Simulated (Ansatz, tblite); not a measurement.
Removing and adding an electron: Ag(CO)H (CHAgO). The state is a singlet with charge 0. Geometry: PBE0-D4/def2-TZVP. Ansatz, gas phase; energy differences of separate SCF runs; the oxidised species was run as a doublet alone; the reduced species was run as a doublet alone.

```xyz
4

Ag   -0.093    0.888    0.094
C     0.119   -1.143   -0.121
O     0.237   -2.252   -0.236
H    -0.262    2.507    0.264
```

In the def2 sets Ag takes a core potential; there is no spin–orbit coupling. The xTB rows come from tblite. Correlated methods freeze 2 core orbitals; core or outer-core shells of Ag are correlated, in sets that lack core-valence functions.

| level | −HOMO (eV) | vertical IE (eV) | −LUMO (eV) | vertical EA (eV) | HOMO–LUMO gap (eV) | IE − EA (eV) | remarks |
| --- | --- | --- | --- | --- | --- | --- | --- |
| GFN1-xTB | 9.99 | 14.11 | 8.67 | 4.52 | 1.32 | 9.60 | – |
| GFN2-xTB | 10.16 | 14.34 | 8.59 | 4.45 | 1.58 | 9.90 | – |
| HF/def2-TZVPD | – | – | – | -0.52 | – | – | – |
| HF/def2-TZVPP | – | 7.69 | – | – | – | – | – |
| PBE-D4/def2-TZVP | 5.85 | 9.20 | 3.28 | – | 2.57 | – | – |
| PBE-D4/def2-TZVPD | 5.87 | – | 3.30 | 0.24 | 2.57 | – | HOMO above zero (-1 doublet) |
| r2SCAN-D4/def2-TZVP | 6.03 | 9.15 | 3.10 | – | 2.93 | – | – |
| r2SCAN-D4/def2-TZVPD | 6.04 | – | 3.12 | 0.27 | 2.92 | – | HOMO above zero (-1 doublet) |
| PBE0-D4/def2-TZVP | 6.76 | 9.04 | 2.28 | – | 4.49 | – | – |
| PBE0-D4/def2-TZVPD | 6.78 | – | 2.30 | 0.23 | 4.48 | – | HOMO above zero (-1 doublet) |
| MP2/def2-TZVPD | – | – | – | -0.24 | – | – | – |
| MP2/def2-TZVPP | – | 9.04 | – | – | – | – | – |
| CCSD/def2-TZVPD | – | – | – | -0.15 | – | – | – |
| CCSD/def2-TZVPP | – | 8.86 | – | – | – | – | – |
| CCSD(T)/def2-TZVPD | – | – | – | -0.14 | – | – | – |
| CCSD(T)/def2-TZVPP | – | 8.95 | – | – | – | – | – |

   A HOMO above zero means that the electron is unbound at that level or that self-interaction error raises the level; the energy of removing that electron tells which. Raw xTB energy differences between charge states are shifted by several eV; the methods need an empirical correction for them. A negative affinity means that the extra electron isn't bound; its size then hangs on the basis.
